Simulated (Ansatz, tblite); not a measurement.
Cost and result up the ladder for In₉P₁₀H₂₈⁺, a nanocrystal cut from zinc blende InP (hydrogen-capped) (47 atoms). Charge 1, multiplicity 1. Geometry: PBE-D4/def2-SVP.

```xyz
47

P     0.169   -2.223    3.694
P     0.351   -4.299   -0.037
P    -1.192    1.601    3.825
P    -1.000   -0.360    0.154
P    -2.443    3.550    0.234
P     1.674    2.622    0.837
P    -2.271    1.577   -3.313
P     2.972   -1.024    0.714
P     1.834    0.736   -2.542
P    -0.847   -2.451   -3.449
In   -0.723   -0.446    5.508
In    0.702   -2.016    1.158
In   -0.350   -4.939   -2.554
In    3.102    1.022    2.390
In   -0.703    1.934    1.293
In   -0.530   -0.108   -2.369
In   -3.436    3.762   -2.258
In    1.659    3.251   -1.734
In    3.299   -1.370   -1.890
H     1.386   -2.775    4.208
H    -0.628   -3.408    3.807
H    -0.471   -5.059    0.857
H     1.586   -4.971    0.240
H    -2.555    2.008    3.992
H    -0.586    2.765    4.398
H    -2.333   -0.842    0.358
H    -3.543    3.557    1.151
H    -1.908    4.831    0.585
H     1.639    3.881    1.529
H    -3.298    0.760   -3.886
H    -1.656    1.981   -4.542
H     3.752   -2.062    1.329
H     1.901    0.808   -3.975
H    -2.174   -2.430   -3.988
H    -0.147   -2.302   -4.690
H    -2.310   -1.023    5.871
H     0.687    0.026    6.371
H    -1.932   -5.605   -2.359
H     1.130   -5.379   -3.312
H     1.939    0.566    3.628
H     4.721    1.594    2.538
H    -2.576    5.080   -2.950
H    -5.080    3.271   -2.065
H    -0.039    3.617   -2.020
H     3.075    4.137   -2.162
H     2.205   -2.705   -2.230
H     4.947   -1.140   -2.343
```

Ansatz on 2 threads of AMD EPYC 7R13 on a shared host and a share (18 GiB) of an NVIDIA H100 80GB HBM3; xTB runs through tblite on one thread. Times are rough, summed over both states, and most runs start from the orbitals of an earlier one. PBE0-D4/def2-SVP serves as the yardstick here, not as an exact answer. The other state is a doublet.

In the def2 sets In takes a core potential; there is no spin–orbit coupling. The xTB rows come from tblite. Single mean-field runs in def2-SVP are fitted with def2-universal-jkfit.

Run but left out: PBE-D4/def2-SVP (charge +2 doublet: an occupied level 0.03 eV above an empty one).

Raw xTB energies of ions are shifted by several eV.

| level | functions | vertical IE (eV) | difference from PBE0-D4/def2-SVP (eV) |
| --- | --- | --- | --- |
| GFN2-xTB | 199 | 14.36 | 3.87 |
| GFN1-xTB | 227 | 13.26 | 2.77 |
| r2SCANh-D4/def2-SVP | 554 | 10.32 | -0.17 |
| PBE0-D4/def2-SVP (with forces) | 554 | 10.49 | 0.00 |

Task: Estimate how long each takes.

Result: GFN2-xTB 0.73 s; GFN1-xTB 0.89 s; PBE0-D4/def2-SVP (with forces) 33 s; r2SCANh-D4/def2-SVP 37 s. On shared hardware such times vary by a factor of up to 3.
